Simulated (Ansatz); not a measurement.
Relaxation of CH10AsNSi2 (15 atoms, charge 0, multiplicity 1), to a largest force component of 0.015 eV/Å in at most 40 steps.

The calculation used Ansatz 0.2.0, RHF/def2-SVP.

```xyz
15
Properties=species:S:1:pos:R:3
N 0.249 1.471 1.926
Si 0.163 -0.245 1.584
C 0.942 -0.593 -0.077
Si 0.113 0.268 -1.443
As -2.082 -0.667 -1.662
H -0.199 1.666 2.868
H 1.233 1.795 1.970
H -1.188 -0.696 1.560
H 0.906 -0.933 2.686
H 2.021 -0.218 -0.021
H 0.970 -1.688 -0.225
H 0.785 0.074 -2.686
H -0.116 1.723 -1.171
H -1.535 -1.974 -2.225
H -2.284 -0.035 -3.053
```

Where does it end, and by what steps?

The run converged. The force dipped under the threshold on the way, but the program's further checks kept it going. After 21 steps the energy has fallen by 0.489 eV; H6 moved furthest, 0.62 Å.

| step | energy less start (eV) | largest force component (eV/Å) | accepted |
| --- | --- | --- | --- |
| 0 | 0.0000 | 2.192 | yes |
| 1 | -0.3560 | 0.894 | yes |
| 2 | -0.4298 | 0.520 | yes |
| 3 | -0.4509 | 0.583 | yes |
| 4 | -0.4662 | 0.229 | yes |
| 5 | -0.4755 | 0.102 | yes |
| 6 | -0.4774 | 0.054 | yes |
| 7 | -0.4793 | 0.298 | yes |
| 8 | -0.4712 | 0.590 | no |
| 9 | -0.4826 | 0.094 | yes |
| 10 | -0.4856 | 0.020 | yes |
| 11 | -0.4855 | 0.181 | no |
| 12 | -0.4869 | 0.060 | yes |
| 13 | -0.4872 | 0.096 | yes |
| 14 | -0.4876 | 0.060 | yes |
| 15 | -0.4873 | 0.116 | no |
| 16 | -0.4877 | 0.043 | yes |
| 17 | -0.4881 | 0.011 | yes |
| 18 | -0.4883 | 0.026 | yes |
| 19 | -0.4885 | 0.034 | yes |
| 20 | -0.4885 | 0.026 | yes |
| 21 | -0.4885 | 0.014 | yes |

```xyz
15
Properties=species:S:1:pos:R:3
N -0.003 1.326 1.929
Si 0.342 -0.349 1.688
C 1.059 -0.622 -0.037
Si 0.216 0.219 -1.504
As -2.125 -0.273 -1.568
H -0.733 1.615 2.551
H 0.703 2.032 1.852
H -0.941 -1.074 1.848
H 1.303 -0.925 2.668
H 2.104 -0.290 -0.034
H 1.092 -1.701 -0.221
H 0.866 -0.216 -2.766
H 0.347 1.693 -1.417
H -1.941 -1.716 -1.978
H -2.310 0.229 -2.981
```

Whether the end is a true minimum wasn't checked by a vibrational analysis.

Run time: 85 s on 2 threads of Arm Neoverse V1, on a shared host, peak memory 0.44 GiB.
